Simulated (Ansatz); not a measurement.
Program: Ansatz. Geometries: PBE0-D4/def2-TZVP. ΔE: electronic, gas phase. CCSD(T)/CBS adds triple-zeta CCSD(T) − MP2 to the extrapolated MP2 energy (def2 sets, frozen cores). This one scheme is used for every species. Functionals use def2-TZVPP. Elements past krypton have def2 core potentials. For Sn outer-core shells are correlated without core-valence functions, which leaves a few kJ/mol of doubt a bond. One conformer a species, not always the lowest.

Consider the ligand exchange at the Sn–C bond: `O[CH2][SnH2][OH]` + HCl → `[OH][SnH2][Cl]` + CH₃OH.

`O[CH2][SnH2][OH]`:

```xyz
10

O     0.116   -1.011   -1.868
C    -0.459   -0.017   -1.041
Sn    0.528   -0.134    0.862
O    -0.407    1.287    1.868
H    -0.308   -0.983   -2.730
H    -1.532   -0.173   -0.881
H    -0.318    0.994   -1.441
H     2.192    0.261    0.794
H     0.279   -1.622    1.669
H    -0.092    1.398    2.767
```

HCl:

Z-matrix (Å, degrees):
```
Cl
H 1 1.279
```

`[OH][SnH2][Cl]`:

Cartesian coordinates in Å:
```
O -0.180 0.809 -1.304
Sn 0.337 -0.070 0.361
Cl -1.637 -0.594 1.484
H -0.806 0.304 -1.828
H 1.108 -1.554 0.047
H 1.178 1.106 1.240
```

CH₃OH:

Cartesian coordinates in Å:
```
C 0.310 -0.094 0.148
O -0.994 -0.272 -0.354
H 0.653 -1.068 0.499
H 0.340 0.603 0.995
H 1.010 0.257 -0.620
H -1.318 0.574 -0.668
```

| species | ωB97X-V energy (Eh) |
| --- | --- |
| `O[CH2][SnH2][OH]` | -406.44920 |
| HCl | -460.74877 |
| `[OH][SnH2][Cl]` | -751.51488 |
| CH₃OH | -115.73250 |

Work out ΔE.

ΔE = (-751.51488) + (-115.73250) − (-406.44920) − (-460.74877) = -0.04941 Eh = -129.7 kJ/mol. CCSD(T)/CBS gives -126.2 kJ/mol.

Largest T1 diagnostic among the species: 0.013.

From PBE to PBE0 (25 % exact exchange), in def2-TZVPP and without D4, ΔE moves by −3.7 kJ/mol. The D4 term adds +3.1 kJ/mol with B3LYP and +1.8 kJ/mol with PBE0; it sums over pairs of atoms, weighted by their polarisabilities, and B3LYP, whose exchange is more repulsive, gets the larger term. In def2-TZVPP, CCSD(T) changes the Hartree–Fock value by +29.4 kJ/mol (the triples alone add +2.0 kJ/mol) and MP2 by +26.9 kJ/mol.

B3LYP here is the variant with VWN-RPA as its local correlation; programs differ in this.
